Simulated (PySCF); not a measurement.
How the method changes the constants of SrZn⁺

State: ²Σ⁺ (doublet), unpaired electrons σ ↑. Set-up: PySCF, scalar-relativistic core potentials, basis sets Sr def2-SVP with ECP28, Zn def2-SVP. De refers to Sr⁺ + Zn in their ground configurations, without counterpoise correction. The functionals are run spin-unrestricted. A positive dipole points towards Zn; it is taken about the centre of mass and depends on that origin.

```tsv
Level	Re (Å)	ωe (cm⁻¹)	De (eV)	μ (D)
UHF	3.685	71.6	0.251	-3.03
UHF-MP2	3.473	82.3	0.375	n/a
UHF-SCS-MP2	3.516	77.3	0.339	n/a
PBE	3.363	97.0	0.56	-3.22
PBEsol	3.310	102	0.61	-3.15
r²SCAN	3.359	99.7	0.53	-3.20
r²SCANh	3.378	98.2	0.51	-3.20
PBE0	3.408	94.8	0.51	-3.15
M06	3.366	93.7	0.406	-4.29
LC-ωPBE	3.397	96.0	0.460	-2.71
```

Task: What does a quarter of exact exchange do here, going from PBE to PBE0?

Result: PBE0 less PBE: +4.5 pm in Re, -2.3 % in ωe, -0.05 eV in De. Exact exchange removes part of the self-interaction that spreads semilocal densities, and in most molecules shortens and stiffens the bond and lowers De; here Re and ωe go the other way.

Task: What does the step from GGA to meta-GGA do here, going from PBE to r²SCAN?

Result: r²SCAN less PBE: -0.4 pm in Re, +2.8 % in ωe, -0.03 eV in De. 

Task: What does second-order correlation do here, going from UHF to UHF-MP2?

Result: UHF-MP2 less UHF: -21.2 pm in Re, +14.9 % in ωe, +0.12 eV in De. Correlation nearly always deepens the well. The bond shortens, as in weak, metallic or heavy-atom bonds, where dispersion and the correlation of outer-core electrons pull the atoms together.

Correlated steps freeze 5 core orbitals. Correlated levels converge slowly with the basis: in double zeta they bind strong bonds too weakly, by up to about 1 eV, and carry superposition errors of some tenths. Spin–orbit coupling is left out. For an ion De counts to the pair picked by the measured ionisation energies or electron affinities, which need not be the lowest pair at this level. The state was picked by a PBE0 search and need not be the measured ground state.
